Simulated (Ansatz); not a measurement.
BHBr (SMILES [BH]Br): the vertical ionisation energy, rung by rung

The species is BHBr (3 atoms), meant as a doublet with charge 0. SMILES: `[BH]Br`. The shape is that of a PBE0-D4/def2-TZVP optimisation.

```xyz
3

B    -0.0945   -0.5230   -0.1157
Br    1.1810    0.5632    0.7098
H    -1.0974   -0.1050   -0.6073
```

Quantity: the vertical ionisation energy (to the singlet cation), in eV. The values are calculated.

```json
{"level": "UHF/STO-3G", "kind": "Hartree–Fock", "program": "Ansatz", "value (eV)": "6.85", "less FCI/STO-3G": "+1.15"}
{"level": "UBLYP/STO-3G", "kind": "GGA", "program": "Ansatz", "value (eV)": "6.31", "less FCI/STO-3G": "+0.61"}
{"level": "U-r2SCAN/STO-3G", "kind": "meta-GGA", "program": "Ansatz", "value (eV)": "6.87", "less FCI/STO-3G": "+1.17"}
{"level": "UB3LYP/STO-3G", "kind": "global hybrid", "program": "Ansatz", "value (eV)": "6.75", "less FCI/STO-3G": "+1.05"}
{"level": "UPBE0/STO-3G", "kind": "global hybrid", "program": "Ansatz", "value (eV)": "6.84", "less FCI/STO-3G": "+1.14"}
{"level": "UCAM-B3LYP/STO-3G", "kind": "range-separated hybrid", "program": "Ansatz", "value (eV)": "6.89", "less FCI/STO-3G": "+1.19"}
{"level": "UMP2/STO-3G", "kind": "perturbation theory", "program": "Ansatz", "value (eV)": "5.93", "less FCI/STO-3G": "+0.23"}
{"level": "UCCSD(T)/STO-3G", "kind": "coupled cluster or CI", "program": "Ansatz", "value (eV)": "5.70", "less FCI/STO-3G": "0.00"}
{"level": "FCI/STO-3G", "kind": "exact in the basis", "program": "Ansatz", "value (eV)": "5.70", "less FCI/STO-3G": "0.00"}
```

FCI/STO-3G is exact within its basis and frozen core, so for wave-function methods in that basis the difference is their error; functionals converge differently with the basis, so for them it is only a difference. All-electron rows without a relativistic Hamiltonian named are non-relativistic. Spin-orbit coupling, which can split open shells on such heavy atoms by tenths of an eV, is left out. The values span 5.70 to 6.89 eV. All rows use very small basis sets, so none should be taken for the real molecule's value. In the correlated wave-function rows the outer d shell of Br is correlated, in sets not made for it.
